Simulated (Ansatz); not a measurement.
cyclo-(H2GeSe)2 (Ge2H4Se2). Charge 0, multiplicity 1. Geometry PBE-D4/def2-SVP; atoms count from 1.

```xyz
8

Ge   -0.468    1.461    0.264
H    -1.846    2.048   -0.151
H     0.383    2.546    0.983
Se   -0.704   -0.513    1.595
Ge    0.467   -1.461   -0.264
H     1.849   -2.037    0.156
H    -0.374   -2.554   -0.982
Se    0.694    0.511   -1.601
```

(1) Estimate the Mulliken populations from the PBE0/def2-TZVP orbitals of Ansatz.

(2) And the Mayer bond orders between heavy atoms (over 0.3)?

Answers

(1) 
| atom | charge (e) |
| --- | --- |
| Ge1 | 0.31 |
| H2 | 0.03 |
| H3 | 0.03 |
| Se4 | -0.37 |
| Ge5 | 0.31 |
| H6 | 0.03 |
| H7 | 0.03 |
| Se8 | -0.37 |
Mulliken values depend strongly on the basis.

(2) Ge1–Se4 0.99 (2.39 Å); Ge1–Se8 0.99 (2.39 Å); Se4–Ge5 0.99 (2.39 Å); Ge5–Se8 0.99 (2.39 Å).
